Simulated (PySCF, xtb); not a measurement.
C3H4Cl2Si, SMILES C#C[Si](C)(Cl)Cl.

Harmonic wavenumbers (cm⁻¹) from xtb 6.7.1 with GFN2-xTB at its own minimum, in rising order: 87, 97, 102, 145, 154, 181, 288, 293, 415, 499, 664, 684, 685, 763, 840, 842, 1377, 1468, 1472, 2208, 3032, 3047, 3050, 3357.

Q: What does PBE-D3(BJ)/def2-SVP (PySCF) give at its own minimum? (The exact figures need the calculation; the answer reports its results.)

A: 103, 111, 158, 173, 183, 212, 329, 338, 456, 569, 635, 705, 706, 741, 782, 794, 1219, 1371, 1372, 2090, 2983, 3091, 3095, 3389. Paired by order, the mean absolute difference is 51 cm⁻¹ and the zero-point energies are 36.8 and 36.6 kcal/mol.
